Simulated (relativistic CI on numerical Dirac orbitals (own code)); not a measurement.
Energy levels of Ar⁺

Method of calculation: Dirac-Coulomb-Breit CI, orbitals from a KLI potential per configuration, QED by a radiative potential, valence Slater integrals scaled by 0.85, P86 correlation energy added to each configuration (own radial code, finite nucleus).

CI space (outside the closed core [Ne]): 3s2 3p5, 3s 3p6, 3s2 3p4 3d, 3s2 3p4 4s, 3s2 3p4 4p, 3s 3p5 3d, 3s2 3p4 5s, 3s2 3p4 4d, 3s2 3p4 5p, 3s2 3p4 4f, 3s2 3p4 5d, 3s2 3p4 5f, 3s2 3p4 5g, 3s2 3p3 3d2, 3s2 3p2 3d3, 3s2 3p2 3d2 4s, 3s2 3p2 3d2 4p, 3s 3p3 3d3, 3s2 3p2 3d2 5s, 3s2 3p3 4s2, 3s2 3p2 3d 4s2, 3s2 3p2 4s2 4p, 3s 3p3 3d 4s2, 3s2 3p2 4s2 5s. Double excitations out of closed p, d and f shells are left out; levels of such configurations are missing from the list, as are those of other unlisted configurations, and high levels can miss mixing partners. These lack a partner that the ground configuration has and come out too high: 3s2 3p4 4d, 3s2 3p4 5p, 3s2 3p4 4f, 3s2 3p4 5d, 3s2 3p4 5f.

The lowest level is 3s2 3p5 2P°_3/2, with 97 % of that term; Hund's rules for 3s2 3p5 give 2P° with J = 3/2, in agreement.

| No. | Configuration | Term | J | E (cm⁻¹) | % | Next component (%) | Landé g |
| --- | --- | --- | --- | --- | --- | --- | --- |
| 1 | 3s2 3p5 | 2P° | 3/2 | 0.0 | 97 | 2 3s2 3p3 3d2 2P° | 1.334 |
| 2 | 3s2 3p5 | 2P° | 1/2 | 1416.6 | 97 | 2 3s2 3p3 3d2 2P° | 0.666 |
| 3 | 3s 3p6 | 2S | 1/2 | 120871.8 | 57 | 40 3s2 3p4 3d 2S | 2.002 |
| 4 | 3s2 3p4 4s | 4P | 5/2 | 139642.6 | 97 | 1 3s2 3p2 3d2 4s 4P | 1.600 |
| 5 | 3s2 3p4 3d | 4D | 7/2 | 140183.2 | 97 | 1 3s2 3p4 4d 4D | 1.429 |
| 6 | 3s2 3p4 3d | 4D | 5/2 | 140350.1 | 97 | 1 3s2 3p4 4d 4D | 1.372 |
| 7 | 3s2 3p4 4s | 4P | 3/2 | 140467.0 | 52 | 44 3s2 3p4 3d 4D | 1.488 |
| 8 | 3s2 3p4 3d | 4D | 3/2 | 140538.7 | 53 | 44 3s2 3p4 4s 4P | 1.440 |
| 9 | 3s2 3p4 3d | 4D | 1/2 | 140616.6 | 97 | 1 3s2 3p4 4d 4D | 0.007 |
| 10 | 3s2 3p4 4s | 4P | 1/2 | 141021.3 | 97 | 1 3s2 3p2 3d2 4s 4P | 2.655 |
| 11 | 3s2 3p4 4s | 2P | 3/2 | 143751.3 | 96 | 2 4P | 1.339 |
| 12 | 3s2 3p4 4s | 2P | 1/2 | 144770.1 | 97 | 1 3s2 3p2 3d2 4s 2P | 0.673 |
| 13 | 3s2 3p4 3d | 4F | 9/2 | 149188.2 | 98 | 1 3s2 3p2 3d3 4F | 1.333 |
| 14 | 3s2 3p4 3d | 4F | 7/2 | 149738.4 | 98 | 1 3s2 3p2 3d3 4F | 1.238 |
| 15 | 3s2 3p4 3d | 4F | 5/2 | 150138.6 | 98 | 1 3s2 3p2 3d3 4F | 1.029 |
| 16 | 3s2 3p4 3d | 4F | 3/2 | 150407.9 | 98 | 1 3s2 3p2 3d3 4F | 0.399 |
| 17 | 3s2 3p4 3d | 2P | 1/2 | 154640.7 | 96 | 2 4P | 0.703 |
| 18 | 3s2 3p4 4s | 2D | 3/2 | 154725.5 | 82 | 14 3s2 3p4 3d 2D | 0.810 |
| 19 | 3s2 3p4 4s | 2D | 5/2 | 154832.0 | 88 | 10 3s2 3p4 3d 2D | 1.201 |
| 20 | 3s2 3p4 3d | 2P | 3/2 | 155525.1 | 73 | 23 4P | 1.419 |
| 21 | 3s2 3p4 3d | 4P | 1/2 | 155749.8 | 96 | 2 2P | 2.631 |
| 22 | 3s2 3p4 3d | 4P | 3/2 | 156111.9 | 75 | 23 2P | 1.638 |
| 23 | 3s2 3p4 3d | 4P | 5/2 | 156376.9 | 98 | 1 3s2 3p2 3d3 4P | 1.600 |
| 24 | 3s2 3p4 3d | 2F | 7/2 | 157900.0 | 96 | 3 2G | 1.137 |
| 25 | 3s2 3p4 3d | 2F | 5/2 | 158873.6 | 87 | 10 2D | 0.897 |
| 26 | 3s2 3p4 3d | 2D | 3/2 | 158925.2 | 83 | 14 3s2 3p4 4s 2D | 0.802 |
| 27 | 3s2 3p4 4p | 4P° | 5/2 | 159624.9 | 95 | 3 4D° | 1.593 |
| 28 | 3s2 3p4 3d | 2D | 5/2 | 159731.2 | 78 | 11 2F | 1.161 |
| 29 | 3s2 3p4 4p | 4P° | 3/2 | 159938.1 | 94 | 2 4D° | 1.723 |
| 30 | 3s2 3p4 4p | 4P° | 1/2 | 160307.2 | 96 | 1 3s2 3p2 3d2 4p 4P° | 2.634 |
| 31 | 3s2 3p4 3d | 2G | 9/2 | 161500.0 | 98 | 1 3s2 3p2 3d3 2G | 1.112 |
| 32 | 3s2 3p4 4p | 4D° | 7/2 | 161506.8 | 98 | 2 3s2 3p2 3d2 4p 4D° | 1.429 |
| 33 | 3s2 3p4 3d | 2G | 7/2 | 161572.3 | 96 | 3 2F | 0.896 |
| 34 | 3s2 3p4 4p | 4D° | 5/2 | 161981.7 | 78 | 18 2D° | 1.344 |
| 35 | 3s2 3p4 4p | 4D° | 3/2 | 162472.4 | 90 | 5 2D° | 1.192 |
| 36 | 3s2 3p4 4p | 4D° | 1/2 | 162728.6 | 97 | 1 3s2 3p2 3d2 4p 4D° | 0.025 |
| 37 | 3s2 3p4 4p | 2D° | 5/2 | 163081.7 | 80 | 17 4D° | 1.235 |
| 38 | 3s2 3p4 4p | 2D° | 3/2 | 163792.1 | 84 | 9 2P° | 0.871 |
| 39 | 3s2 3p4 4p | 2P° | 1/2 | 164348.0 | 58 | 39 2S° | 1.212 |
| 40 | 3s2 3p4 4p | 4S° | 3/2 | 164903.8 | 47 | 45 2P° | 1.622 |
| 41 | 3s2 3p4 4p | 4S° | 3/2 | 165062.9 | 49 | 43 2P° | 1.659 |
| 42 | 3s2 3p4 4p | 2S° | 1/2 | 165543.8 | 59 | 39 2P° | 1.464 |
| 43 | 3s2 3p4 3d | 2F | 5/2 | 172284.4 | 98 | 1 3s2 3p4 4d 2F | 0.858 |
| 44 | 3s2 3p4 4s | 2S | 1/2 | 172322.5 | 96 | 2 3s2 3p2 3d2 4s 2S | 2.002 |
| 45 | 3s2 3p4 3d | 2F | 7/2 | 172495.8 | 98 | 1 3s2 3p4 4d 2F | 1.143 |

Energies count from the lowest computed level; ° marks odd parity.

The mean weight of the leading LS term, summed over parents, in these 45 levels is 87 %, and that of the leading jj configuration (from the same eigenvectors) 54 %, so LS coupling describes them better.

Correlation outside the listed configurations is missing or only estimated: errors of thousands of cm⁻¹ between configurations and terms are usual at this charge. Rates and lifetimes follow the computed energies and can be off by large factors. The fine structure of a lone outer electron comes out too small, for d and f at times inverted, and misplaced configurations move strength between like terms. 30 of the 34 excited levels that our extract of the measured tables holds in this range could be paired (the sources list more); they are missed by 5810 cm⁻¹ on average and 12150 at most, and levels without a partner can miss by more.

LS names give the leading component of a level, which can be under half, so a name can repeat, a term be missing and a line seem to break the LS rules.
